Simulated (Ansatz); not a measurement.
A structure relaxed at PBE0-D4/def2-TZVP, charge 0, multiplicity 1:

Cartesian coordinates in Å:
```
F 0.579 0.662 -2.326
Si -0.364 1.093 -1.114
S 0.708 1.052 0.719
Si 0.425 -1.003 1.176
F -0.956 -1.223 1.944
H -1.495 0.141 -1.077
H -0.789 2.490 -1.341
H 1.520 -1.404 2.083
H 0.372 -1.809 -0.063
```

Q: Give its formula and SMILES.

A: F2H4SSi2, `F[SiH2]S[SiH2]F`.

Q: Point group (tolerance 0.08 Å, 0.16 Å for H)?

A: C2.

Q: Summarise the bond lengths by kind.

A: 2 × F–Si 1.595 Å; 2 × S–Si 2.124 Å; 4 × H–Si 1.477 to 1.479 Å.

Program: Ansatz 0.2.0.
